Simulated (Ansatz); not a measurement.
Frontier orbitals of C$_{2}$H$_{4}$ClIn (`C=[CH][InH][Cl]`).

The species carries charge 0 and has multiplicity 1. Correlated methods include outer-core shells of In, which these sets cover unevenly. In takes the def2 core potential. Geometry: relaxed with PBE0-D4/def2-TZVP. It is one conformer, not always the lowest. Basis def2-TZVPP, Ansatz 0.2.0.

Orbital energies of one run (eV). Highest occupied ones, from the top: -6.87, -7.23, -7.45, -7.63, -7.96, -9.85, -10.83, -11.74, -14.09, -18.29, -18.79, -19.14, -19.17, -19.20. Empty: -2.93, -1.58, -1.10, -0.50, 0.79, 1.12.

Problem. Which functional gave them?
A. HSE06 (plane-wave form)
B. CAM-B3LYP
C. r2SCAN0
D. LDA (SPW92)

Solution. D. HOMO energies: LDA (SPW92) -6.87, CAM-B3LYP -9.34, HSE06 -7.61, r2SCAN0 -8.20 eV.
